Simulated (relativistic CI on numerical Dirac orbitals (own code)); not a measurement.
Cu2+ in a cubic cluster: 2p photoemission with charge transfer

Computed with a charge-transfer multiplet model of a cubic metal-ligand cluster with up to one ligand hole, Slater and spin-orbit integrals from Dirac-Coulomb-Breit ions, Slater integrals scaled by 0.9. The ground state mixes d9 with configurations of k ligand holes L, whose averages lie at kΔ + k(k − 1)U_dd/2; a core hole lowers each added d electron by U_cd. 20 K, Lorentzian 0.6 eV and Gaussian 0.8 eV FWHM.

Atomic integrals in eV (Slater integrals scaled, ζ unscaled), ground: F2dd 12.450, F4dd 7.768, zeta_d 0.099; with the core hole: F2dd 12.450, F4dd 7.768, zeta_d 0.138, zeta_core 13.377, F2cd 7.943, G1cd 6.088, G3cd 3.464.

Cluster parameters (eV): U_dd = 8.4, U_cd = 9.6, 10Dq = 0.65, 10Dq(ligand) = 0, V(eg) = 2.4, V(t2g) = -1.15, final-state hopping factor = 0.9.

| Case | n_d | d9 | d10L | S |
| --- | --- | --- | --- | --- |
| Δ = -1.4 eV | 9.60 | 0.40 | 0.60 | 0.50 |
| Δ = -0.4 eV | 9.50 | 0.50 | 0.50 | 0.50 |
| Δ = 0.6 eV | 9.40 | 0.60 | 0.40 | 0.50 |
| Δ = 1.6 eV | 9.31 | 0.69 | 0.31 | 0.50 |
| Δ = 2.6 eV | 9.23 | 0.77 | 0.23 | 0.50 |

Weights, n_d and S are thermal averages at 20 K. Binding energies count from the first peak over 30 % of the highest in each spectrum, which can be another peak from case to case. The parameters are a model scan and need not match a compound or its usual spin state. Peaks in eV (height, largest 100):
- Δ = -1.4 eV: 0.0 (100), 10.1 (13), 13.3 (9), 20.1 (50), 32.0 (8)
- Δ = -0.4 eV: 0.0 (100), 9.3 (18), 12.4 (13), 20.1 (50), 29.7 (7), 31.2 (12)
- Δ = 0.6 eV: 0.0 (100), 8.3 (26), 11.5 (18), 20.1 (49), 28.8 (9), 30.2 (18)
- Δ = 1.6 eV: 0.0 (100), 7.5 (33), 10.6 (24), 20.1 (49), 27.9 (12), 29.3 (24)
- Δ = 2.6 eV: 0.0 (100), 6.7 (39), 9.7 (30), 20.1 (49), 28.5 (30)

For the case Δ = 0.6 eV, Δ = 0.6 eV is smaller than U_dd = 8.4 eV, the charge-transfer side of the Zaanen-Sawatzky-Allen scheme. With the core hole the configuration with one ligand hole lies at Δ − U_cd = -11.0, -10.0, -9.0, -8.0, -7.0 eV from the one without, in the order of the table; where this is negative the screened configuration lies lower.
